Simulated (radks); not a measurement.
The numbers below are computed, except where a source is named.
Spherical quantum dot in the effective-mass picture: electrons in a parabolic well V = omega^2 r^2 / 2 with omega = 0.107, all in effective atomic units (hartree* = m*/eps^2 hartree, bohr* = eps/m* bohr), one dielectric constant everywhere. Level of theory: non-relativistic Kohn-Sham, LDA (Slater exchange, Perdew-Wang correlation), spin-polarised, spherical densities (a radial shooting solver with Libxc functionals). Levels are named by radial order and angular momentum (1s, 1p, 1d, 2s, ...), and open shells are averaged over m. Each electron was tried in the lowest free levels, single moves between levels near the top were tried too, and the lowest total energy was kept; such a search can miss a lower state. At N = 1 the Hartree and exchange-correlation terms need not cancel, so that row can carry a self-interaction error.

N,open shells,2S,E (hartree*),mu = E(N) - E(N-1) (hartree*),addition energy mu(N+1) - mu(N) (hartree*),e(HOMO) (hartree*),rms radius (bohr*)
1,"1s(up 1, down 0)",1,0.164431,0.16443,0.2047,0.25320,3.808
2,none,0,0.533559,0.36913,0.2198,0.44773,4.433
3,"1p(up 1, down 0)",1,1.12244,0.58888,0.1305,0.65453,5.130
4,"1p(up 2, down 0)",2,1.84183,0.71939,0.1267,0.78354,5.599
5,"1p(up 3, down 0)",3,2.68791,0.84608,0.1439,0.90780,5.977
6,"1p(up 3, down 1)",2,3.67785,0.98994,0.1114,1.0459,6.326
7,"1p(up 3, down 2)",1,4.77919,1.1013,0.1091,1.1563,6.630
8,none,0,5.98963,1.2104,0.1521,1.2641,6.904
9,"1d(up 1, down 0)",1,7.35221,1.3626,0.09852,1.4121,7.195
10,"1d(up 2, down 0)",2,8.81332,1.4611,0.09668,1.5098,7.455
11,"1d(up 3, down 0)",3,10.3711,1.5578,0.09482,1.6055,7.693
12,"1d(up 4, down 0)",4,12.0237,1.6526,0.09299,1.6994,7.914
13,"1d(up 5, down 0)",5,13.7693,1.7456,0.1081,1.7915,8.120
14,"1d(up 5, down 1)",4,15.6230,1.8537,0.08750,1.8976,8.321
15,"1d(up 5, down 2)",3,17.5641,1.9412,0.08633,1.9845,8.510
16,"1d(up 5, down 3)",2,19.5916,2.0275,0.08513,2.0702,8.689
17,"1d(up 5, down 4)",1,21.7042,2.1126,0.08392,2.1548,8.860
18,none,0,23.9007,2.1965,0.09576,2.2381,9.024
19,"2s(up 1, down 0)",1,26.1930,2.2923,0.09378,2.3339,9.185
20,none,0,28.5791,2.3861,0.08919,2.4269,9.342
21,"1f(up 1, down 0)",1,31.0543,2.4753,0.07759,2.5142,9.498
22,"1f(up 2, down 0)",2,33.6072,2.5528,0.07674,2.5914,9.648
23,"1f(up 3, down 0)",3,36.2368,2.6296,0.07591,2.6677,9.793
24,"1f(up 4, down 0)",4,38.9423,2.7055,0.07510,2.7432,9.932
25,"1f(up 5, down 0)",5,41.7229,2.7806,0.07431,2.8179,10.07
26,"1f(up 6, down 0)",6,44.5778,2.8549,0.07354,2.8918,10.20
27,"1f(up 7, down 0)",7,47.5062,2.9285,0.08552,2.9650,10.33
28,"1f(up 7, down 1)",6,50.5202,3.0140,0.07124,3.0497,10.45
29,"1f(up 7, down 2)",5,53.6054,3.0852,0.07064,3.1206,10.57
30,"1f(up 7, down 3)",4,56.7613,3.1559,0.07004,3.1910,10.69
31,"1f(up 7, down 4)",3,59.9872,3.2259,0.06945,3.2607,10.81
32,"1f(up 7, down 5)",2,63.2825,3.2954,0.06887,3.3299,10.92
33,"1f(up 7, down 6)",1,66.6467,3.3642,-,3.3985,11.03

All shells are closed at N = 2, 8, 18, 20 (there: 1s2 1p6 1d10 2s2); the second difference of the energy has clear peaks (12 % above both neighbours; the first and last values, which can be the largest, are not judged, and half-filled shells can peak too) at N = 5, 8, 13, 27.
